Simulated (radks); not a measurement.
Results of a calculation; reference values are marked as such.
Pd XII, configuration [Ar] 3d10 4s2 4p5.

Code: a radial shooting solver on a logarithmic mesh with Libxc functionals. Model: scalar-relativistic Kohn-Sham, PBE, spin-polarised, spherical densities, finite nucleus; open shells are filled with parallel spins first (spin-orbit coupling, left out, can overturn this in heavy ions); Fermi nuclear charge, rms radius 4.5318 fm.

Energy parts (eV):
part                       energy
total                 -136278.838
kinetic                141403.797
electron-nucleus      -321114.754
Hartree                 47131.550
exchange-correlation    -3699.431

Orbitals (lengths in bohr, moments of r in powers of bohr; r(90%) holds 90 % of the orbital's charge):
orbital,occ.,eigenvalue (eV),<r^4>,r(90%)
1s up,1,-24398.62,4.884e-06,0.0571
1s down,1,-24398.34,4.884e-06,0.0571
2s up,1,-3762.374,0.0008735,0.214
2s down,1,-3762.210,0.0008734,0.214
2p up,3,-3397.684,0.0006258,0.196
2p down,3,-3397.418,0.0006258,0.196
3s up,1,-863.2134,0.04081,0.556
3s down,1,-862.9186,0.04076,0.556
3p up,3,-743.2660,0.04358,0.567
3p down,3,-742.9303,0.04350,0.567
3d up,5,-553.5202,0.04159,0.561
3d down,5,-553.1753,0.04144,0.560
4s up,1,-291.7024,1.040,1.24
4s down,1,-289.8814,1.044,1.25
4p up,3,-253.4613,1.318,1.32
4p down,2,-251.6630,1.327,1.33

The highest occupied level is 4p down at -251.66 eV. For comparison, the ionisation energy in NIST's Atomic Spectra Database is 260 eV (theoretical). In exact Kohn-Sham theory the highest level is minus the ionisation energy, but local and semilocal functionals leave it too shallow, through self-interaction and a potential that decays too fast; potentials with the right tail come closer. The density falls to 0.001 e/bohr^3 at r = 2.08 bohr.
